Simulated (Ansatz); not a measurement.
```yaml
crystal:
  periodic: [true, true, true]
  atoms:
    - {symbol: C, position_ang: [-0.641709, -1.897461, 1.885434]}
    - {symbol: O, position_ang: [-0.321661, -0.940969, 0.937168]}
    - {symbol: Hf, position_ang: [0.130309, 0.388710, -0.385395]}
    - {symbol: N, position_ang: [0.946708, -0.459769, -2.061227]}
    - {symbol: N, position_ang: [1.492737, 1.737317, 0.335480]}
    - {symbol: N, position_ang: [-1.517464, 1.448351, -0.982907]}
    - {symbol: H, position_ang: [-0.098874, -2.831331, 1.697589]}
    - {symbol: H, position_ang: [-1.715106, -2.120187, 1.869275]}
    - {symbol: H, position_ang: [-0.382425, -1.551298, 2.892847]}
    - {symbol: H, position_ang: [1.779952, -0.127293, -2.524825]}
    - {symbol: H, position_ang: [0.661240, -1.326289, -2.494991]}
    - {symbol: H, position_ang: [2.278424, 1.532981, 0.936724]}
    - {symbol: H, position_ang: [1.417619, 2.739226, 0.233992]}
    - {symbol: H, position_ang: [-1.750377, 1.652451, -1.944098]}
    - {symbol: H, position_ang: [-2.279375, 1.755551, -0.395055]}
basis:
  gaussian: {orbitals: def2-TZVPP}
hamiltonian: {xc: {name: r2SCANh}}
```

```sh
$ ansatz run in.yaml --threads 4 --pin off --events-out ev --progress --plain --max-ram 11315MiB
```

Shortened log:

```
Error: YAML parse error: error: line 2 column 3: crystal: missing field `lattice` (a structure is typed as `lattice` and `atoms`, a molecule's as `atoms` in Å alone, or read from a run's directory, `checkpoint`)
 --> <input>:2:3
1 | crystal:
2 |   periodic: [true, true, true]
3 |   atoms:
4 |     - {symbol: C, position_ang: [-0.641709, -1.897461, 1.885434]}
```

(1) What is wrong with this run?

## Answers

(1) The molecule is marked periodic without a cell. The program refused the input.
